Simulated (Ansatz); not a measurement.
Ag(PH3)Cl (AgPH3Cl), relaxed as a singlet with RKS PBE0-D4/def2-TZVP in Ansatz, starting from the GFN2-xTB geometry. Force threshold 0.02 eV/Å.

In the def2 sets Ag takes a core potential; there is no spin–orbit coupling. The relaxation made no stability test and no search for a lower SCF solution.

Start:

Cartesian coordinates in Å:
```
Ag -0.7123 -1.4368 0.1647
P 0.3563 0.7350 -0.0801
H 0.0302 1.8062 0.7252
H 0.2824 1.4436 -1.2609
H 1.7204 0.8851 0.0662
Cl -1.6770 -3.4331 0.3849
```

```tsv
step	energy (eV)	largest force component (eV/Å)	SCF passes
1	-25854.7576	1.341	14
2	-25854.8683	0.530	18
3	-25854.8752	0.040	20
4	-25854.8754	0.002	21
```

Force components are those of the run's own axes.

End:

```xyz
6

Ag   -0.662   -1.342    0.153
P     0.353    0.723   -0.081
H    -0.027    1.776    0.774
H     0.242    1.404   -1.309
H     1.749    0.819    0.082
Cl   -1.655   -3.380    0.381
```

By distances, no bond broke or formed. The bond that changes most is Ag1–P2, from 2.43 to 2.31 Å (atoms count from 1).

No frequencies were taken in this run, so the end may be a saddle point.

It took 3.7 s on 4 threads of Arm Neoverse V2 on a shared host.
